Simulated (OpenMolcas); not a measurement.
## neutral germanium: CASPT2 settings compared

| Quantity | Value |
| --- | --- |
| Program | OpenMolcas |
| Basis | ANO-R1 [5s4p3d1f] |
| Scalar Hamiltonian | X2C, finite nucleus |
| Active space | 4 electrons in 4 orbitals (4s 4p) |
| State averaging | 2S+1 = 3 even, 3 roots; 2S+1 = 1 even, 6 roots; 2S+1 = 5 odd, 1 root; 2S+1 = 3 odd, 5 roots (0 in the spin-orbit step) |
| Spin-orbit coupling | state interaction with AMFI integrals over the reference wave functions, term energies averaged over their components |

Methods on the same reference wave functions:
A. CASSCF
B. SS-CASPT2, IPEA 0.2 Eh, sigma1 regulariser 0.3 Eh (closed shells correlated: 3d)
C. SS-CASPT2, IPEA 0.4 Eh, no level shift (closed shells correlated: 3d)
D. XMS-CASPT2, IPEA 0.4 Eh, imaginary shift 0.05 Eh (closed shells correlated: 3d)

Energies in cm-1 above 4s2 4p2 3P0, the measured ground level; measured values from NIST Handbook of Basic Atomic Spectroscopic Data.

```tsv
Level	A	B	C	D	Measured
4s2 4p2 3P0	0.0	0.0	0.0	0.0	0.0
4s2 4p2 3P1	465	462	463	461	557
4s2 4p2 3P2	1217	1208	1207	1207	1410
4s2 4p2 1D2	9632	8480	8170	8450	7125
4s2 4p2 1S0	17382	18260	17940	18470	16367
4s 4p3 5S* 2	30381	36540	36130	36670	41927
```

Deviations, from unrounded energies. A percentage is the sum of absolute deviations over the sum of measured energies, with the sign that they share, or ± where signs differ.

```json
{"Against measurement": "mean absolute deviation (cm-1)", "Levels": "5", "A": "3100", "B": "1800", "C": "1700", "D": "1800"}
{"Against measurement": "fine structure of the ground term (%)", "Levels": "2", "A": "-14.5", "B": "-15.1", "C": "-15.1", "D": "-15.2"}
{"Against measurement": "other terms of the ground configuration (%)", "Levels": "2", "A": "+15.0", "B": "+13.8", "C": "+11.1", "D": "+14.6"}
{"Against measurement": "other configurations (%)", "Levels": "1", "A": "-27.5", "B": "-12.8", "C": "-13.8", "D": "-12.5"}
```

B, C, D lie about equally close to measurement and A furthest from it. The largest miss of C in the table is 4s 4p3 5S* 2, by -5800 cm-1. The ranking rests on the paired levels alone, and a cruder setting can come out closer through cancelling errors.

Among B to D the level of the table that moves most is 4s 4p3 5S* 2, by 540 cm-1 (lowest in C, highest in D). Moves below CASPT2's spread within the term are not significant.

The mean deviations of B to D differ by less than CASPT2's widest spread within a term (330 cm-1), so their order carries little weight.

From A to B the spin-free energies of the other terms of 4s2 4p2 shown, above 3P, scale by factors of 0.87 to 1.05.

The lowest spin-free term lies below A's lowest term by 0.416 hartree in B, 0.411 hartree in C, 0.414 hartree in D.

Term energies are means over components that CASPT2 splits; among the terms shown or strongly mixed into the levels shown the widest spread is 330 cm-1 (4s2 4p2 1D, D). Some high roots are left out of the spin-orbit mixing, which shifts the levels that they would mix with. Terms of s pⁿ other than that of highest spin mix with s² pⁿ⁻² d, which this space lacks; all of them can be thousands of cm-1 off, and some have no real level of that name. Without dynamic correlation excited terms often stand tens of per cent too high (terms of higher spin than the ground term too low), and those without a measured partner can miss by more than the paired ones (holds for A). Some terms miss by over 15 % even with CASPT2, which points to a basis or an active space too small for the shells correlated (holds for B; D). Measured partners are found by configuration, term and J. A level has none where our copy of the source lacks it or the pairing is in doubt (some pairs that miss far off the trend of their configuration count as doubtful), and it then counts in no deviation. Only configurations of the active space appear.

* marks odd parity.
